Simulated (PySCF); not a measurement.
## GaI: script and output

The script input.py:

```python
from pyscf import gto, scf, mp

mol = gto.M(
    atom='Ga 0 0 0; I 0 0 2.641',
    basis='sbkjc',
    ecp={'Ga': 'sbkjc', 'I': 'sbkjc'},
    charge=0,
    spin=0,
    verbose=4,
)
mf = scf.RHF(mol)
mf.kernel()
mp.MP2(mf).kernel()
mf.dip_moment()
print('orbital energies (hartree):', mf.mo_energy[..., max(0, mol.nelec[1]-3):mol.nelec[0]+3].round(4))
```

```bash
$ OMP_NUM_THREADS=1 python input.py
```

The log (some set-up lines and the per-cycle HOMO/LUMO lines with their warnings removed):

```
PySCF version 2.14.0

[INPUT] Symbol           X                Y                Z      unit          X                Y                Z       unit  Magmom
[INPUT]  1 Ga     0.000000000000   0.000000000000   0.000000000000 AA    0.000000000000   0.000000000000   0.000000000000 Bohr   0.0
[INPUT]  2 I      0.000000000000   0.000000000000   2.641000000000 AA    0.000000000000   0.000000000000   4.990766694976 Bohr   0.0

nuclear repulsion = 29.4543922776373
number of shells = 15
number of NR pGTOs = 82
number of NR cGTOs = 39
basis = sbkjc
ecp = {'Ga': 'sbkjc', 'I': 'sbkjc'}

******** <class 'pyscf.scf.hf.RHF'> ********
method = RHF
initial guess = minao
damping factor = 0
level_shift factor = 0
DIIS = <class 'pyscf.scf.diis.CDIIS'>
SCF conv_tol = 1e-09
SCF max_cycles = 50
Initial guess from minao.
init E= -259.009684242023

cycle= 1 E= -231.205916305232  delta_E= 27.8  |g|= 15.4  |ddm|= 14.6
cycle= 2 E= -224.845271056792  delta_E= 6.36  |g|= 13.9  |ddm|= 18.5
cycle= 3 E= -267.605977509366  delta_E= -42.8  |g|= 2.05  |ddm|= 11.9
cycle= 4 E= -264.244904406659  delta_E= 3.36  |g|= 2.56  |ddm|= 4.85
cycle= 5 E= -268.352133951935  delta_E= -4.11  |g|= 0.798  |ddm|= 3.26
cycle= 6 E= -268.436480632119  delta_E= -0.0843  |g|= 0.101  |ddm|=  0.9
cycle= 7 E= -268.439369438508  delta_E= -0.00289  |g|= 0.0188  |ddm|= 0.168
cycle= 8 E= -268.439610814503  delta_E= -0.000241  |g|= 0.00376  |ddm|= 0.0463
cycle= 9 E= -268.439625549303  delta_E= -1.47e-05  |g|= 0.00087  |ddm|= 0.0127
cycle= 10 E= -268.439626358422  delta_E= -8.09e-07  |g|= 0.000245  |ddm|= 0.00254
cycle= 11 E= -268.43962645224  delta_E= -9.38e-08  |g|= 3.55e-05  |ddm|= 0.00111
cycle= 12 E= -268.439626453839  delta_E= -1.6e-09  |g|= 2.64e-06  |ddm|= 0.000192
cycle= 13 E= -268.439626453843  delta_E= -3.47e-12  |g|= 3.4e-07  |ddm|= 9.66e-06
Extra cycle  E= -268.439626453843  delta_E= 1.14e-13  |g|= 1.25e-07  |ddm|= 6.31e-07
converged SCF energy = -268.439626453843

******** <class 'pyscf.mp.mp2.RMP2'> ********
nocc = 14, nmo = 39
E(RMP2) = -268.842641158209  E_corr = -0.403014704366323
E(SCS-RMP2) = -268.814714671829  E_corr = -0.375088217986105
E_corr(same-spin) = -0.125226262215557
E_corr(oppo-spin) = -0.277788442150766
Dipole moment(X, Y, Z, Debye):  0.00000, -0.00000, -4.20115
orbital energies (hartree): [-0.3558 -0.3558 -0.3308  0.0238  0.0238  0.0981]
```

In short: E(SCF) = -268.439626 Eh, 13 cycles, E(MP2) − E(SCF) = -0.40301 Eh, μz(SCF) = -4.20 D.

It ran on Intel Xeon 6975P-C (1 thread, shared host) in 0.63 s, peak memory 0.12 GiB.

Stability towards an unrestricted solution was not tested. The bond length is a typed value, not an optimised one.
